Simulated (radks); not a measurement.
Task: Ca17+, configuration [He] 2s1 (the NIST ground configuration). All-electron calculation, scalar-relativistic Kohn-Sham, exchange-only LDA, spin-polarised, spherical densities, point nucleus; open shells are filled with parallel spins first. Program: a radial shooting solver on a logarithmic mesh with Libxc functionals. Some entries of the table are withheld. Estimate them.

orbital  occ.  eigenvalue (eV)  <1/r> (bohr^-1)
1s up       1              (1)            19.82
1s down     1              (2)            19.82
2s up       1        -1125.898              (3)
2s down     0        -1095.445              (4)

Result: 
(1) 1s up eigenvalue (eV): -4888.586
(2) 1s down eigenvalue (eV): -4882.736
(3) 2s up <1/r> (bohr^-1): 4.698
(4) 2s down <1/r> (bohr^-1): 4.690
